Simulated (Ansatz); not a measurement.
The cluster Cd₂O₂⁻. Total charge -1; doublet. Geometry PBE0-D4/def2-TZVPD, basis def2-TZVPD, Ansatz.

Cartesian coordinates in Å:
```
Cd 0.233 2.413 -1.351
Cd -0.093 -0.791 0.422
O 0.676 0.961 0.180
O -0.815 -2.583 0.749
```

```tsv
run	HOMO (eV)	LUMO (eV)
A	-0.50	-0.17
B	-0.37	0.24
C	-0.79	0.27
D	-0.67	0.54
E	-0.46	-0.03
F	-2.33	2.69
```

In the def2 sets Cd takes a core potential; there is no spin–orbit coupling. LC-ωPBE has ω = 0.4 bohr⁻¹. B3LYP takes the VWN-RPA correlation. HSE06 is defined as in plane-wave codes, on full-range PBE exchange. The structure comes from a short search, and lower isomers may exist.

HOMO and LUMO are taken over both spins.

The runs used B3LYP, HSE06, LC-ωPBE, PBE, PBE0, r2SCAN. Estimate which is which.

A PBE (0 % exact exchange); B HSE06 (range-separated); C B3LYP (20 % exact exchange); D PBE0 (25 % exact exchange); E r2SCAN (0 % exact exchange); F LC-ωPBE (range-separated). Exact exchange lowers occupied and raises empty levels; among semilocal functionals meta-GGAs tend to open the gap a little, and such runs are hard to tell apart. The gap grows from 0.34 eV (PBE) to 5.02 eV (LC-ωPBE).
